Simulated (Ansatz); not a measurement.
The same path of ClH3Sn + FH (7 atoms, charge 0, multiplicity 1) was run twice with different band settings. Lost on the way: Sn1–Cl2, F6–H7. Made: Sn1–F6, Cl2–H7.

All numbers below come from RKS BLYP/def2-SVP (Ansatz 0.2.0).

Relaxed end points:

```xyz
7
Properties=species:S:1:pos:R:3
Sn 0.181 0.000 -0.115
Cl 0.131 0.000 2.329
H 1.881 0.000 -0.452
H -0.574 1.461 -0.626
H -0.574 -1.461 -0.626
F -2.638 0.000 1.187
H -1.979 0.000 1.875
```

```xyz
7
Properties=species:S:1:pos:R:3
Sn -0.321 0.000 -0.583
Cl -0.301 0.000 3.516
H 1.174 0.000 0.274
H -0.644 1.452 -1.462
H -0.644 -1.452 -1.462
F -1.740 0.000 0.830
H -1.098 0.000 2.461
```

Common settings: movable images 5; climbing image yes; spring 5.0 eV/Å²; start path through a guess of the saddle point; force threshold 0.03 eV/Å; iteration limit 60; end points relaxed.

| run | optimiser | largest step |
| --- | --- | --- |
| 1 | quadratic models (default) | default |
| 2 | fire | 0.02 Å |

(1) What does each run give, and how far can it be trusted?

Results:

(1) Run 1: converged after 7 iterations, highest image 0.677 eV above the first end. A vibrational analysis at the climbing image gives 2 clearly imaginary modes (332i, 121i cm⁻¹): a point of higher order, so a lower path passes nearby.
Run 2: converged after 52 iterations, highest image 0.677 eV above the first end. Another band between the same ends (5 images) ends at a top of the same energy, where a vibrational analysis finds 2 clearly imaginary modes.
The orbitals stay closed-shell, which can raise the energy where a bond breaks towards radicals; this wasn't checked here.
